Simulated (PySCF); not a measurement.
A side-by-side comparison of computed properties.

First species: C4H14N2SSi2.
Atom-mapped SMILES: `[CH3:1][NH:2][CH2:3][Si@@H:4]1[CH2:5][CH2:6][Si@H:7]([SH:8])[NH:9]1` (hydrogens: H10, H11, H12 on C1; H13 on N2; H14, H15 on C3; H16 on Si4; H17, H18 on C5; H19, H20 on C6; H21 on Si7; H22 on S8; H23 on N9)

Second species: C5H13FOSi2.
Atom-mapped SMILES: `[CH3:1][C:2](=[O:3])[C@@H:4]([SiH3:5])[CH2:6][SiH2:7][CH2:8][F:9]` (hydrogens: H10, H11, H12 on C1; H13 on C4; H14, H15, H16 on Si5; H17, H18 on C6; H19, H20 on Si7; H21, H22 on C8)

Levels: PBE0/pcSseg-1 for HOMO energy, LUMO energy and HOMO–LUMO gap. Geometries: GFN2-xTB. Each structure is a single optimised conformer of the isolated species, non-relativistic unless stated. Electronic properties by PySCF.

Dipoles, sizes and rotational constants follow the conformer. The torsions of the flexible species, by atom-mapped SMILES:
- `[CH3:1][C:2](=[O:3])[C@@H:4]([SiH3:5])[CH2:6][SiH2:7][CH2:8][F:9]`: C1–C2–C4–Si5 78°, C2–C4–C6–Si7 -33°, C4–C6–Si7–C8 -156°, C6–Si7–C8–F9 62°

The conformers of `CNC[Si@@H]1CC[Si@H](S)N1` aren't listed.

```csv
property,column X,column Y
HOMO energy,-7.07 eV,-6.51 eV
LUMO energy,-1.14 eV,0.68 eV
HOMO–LUMO gap,5.93 eV,7.19 eV
```

Q: Which column belongs to which species?

A: Column X is the second species and column Y the first. The first has 23 atoms and 96 electrons, the second 22 and 88.

Q: How does each property change from the first species to the second?

A: HOMO energy -0.56 eV; LUMO energy -1.82 eV; HOMO–LUMO gap -1.26 eV.

On the second:  GFN2-xTB frequencies show an imaginary mode (33i cm⁻¹), so this geometry is no minimum at that level.
